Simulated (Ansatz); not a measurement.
Ansatz results at the PBE0-D4/def2-TZVP geometry: LUMO energy (B3LYP/def2-TZVPP) -1.49 eV; size of the dipole moment (PBE/def2-TZVPP) 1.74 D; HOMO energy (PBE/def2-TZVPP) -6.10 eV.

Each molecule was computed in one conformer, which needn't be the lowest.

**Question.** Which molecule gave them?
A. `C=CCI`
B. `C1OCO1`
C. `BC[SiH2]CF`
D. `FB1CCC1`

**Answer.** A. The others give `BC[SiH2]CF`: -1.60, 1.48, -7.16; `C1OCO1`: 0.69, 0.00, -5.71; `FB1CCC1`: -0.52, 1.21, -6.75.

B3LYP here is the variant with VWN-RPA as its local correlation; programs differ in this.
